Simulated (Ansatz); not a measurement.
System: C3H8FSi, charge 0, multiplicity 2. It need not be the lowest isomer of its formula. 
Structure (B3LYP-D3(BJ)/def2-TZVP (Ansatz, a first-principles code) minimum search):
SMILES: [CH2][Si](C)(C)F
```xyz
13

C     -0.9286     1.4624    -0.7138
Si    -0.0125     0.0365     0.0125
C      1.6083    -0.2266    -0.8669
C     -1.0749    -1.4937     0.0360
F      0.3375     0.3861     1.5554
H     -2.0021     1.5857    -0.6143
H     -0.4397     2.2642    -1.2572
H      2.1804    -1.0311    -0.4001
H      1.4444    -0.4928    -1.9137
H      2.2192     0.6783    -0.8420
H     -1.3279    -1.8086    -0.9790
H     -2.0079    -1.3144     0.5745
H     -0.5573    -2.3207     0.5269
```
Charge 0, spin multiplicity 2.

Basis-set convergence of Hartree-Fock and CCSD(T) correlation energies (hartree) with Ansatz. Cores are frozen in the correlated levels unless marked. UHF or UKS for open shells. Spin-orbit coupling is left out. Non-relativistic.

| basis | functions | E(HF) | E(corr, CCSD(T)) |
|---|---|---|---|
| cc-pV(D+d)Z | 119 | -506.70499 | -0.76635 |
| cc-pV(T+d)Z | 271 | -506.79663 | -0.95367 |
| cc-pV(Q+d)Z | 524 | -506.81735 | -1.01391 |

Extrapolating the two largest sets (X = 3 and 4) as X^-3: E(corr) = (64·(-1.01391) - 27·(-0.95367))/37 = -1.0579 Eh, an estimate of the basis-set limit. The largest set recovers 95.8 % of it, the smallest 72.4 %.
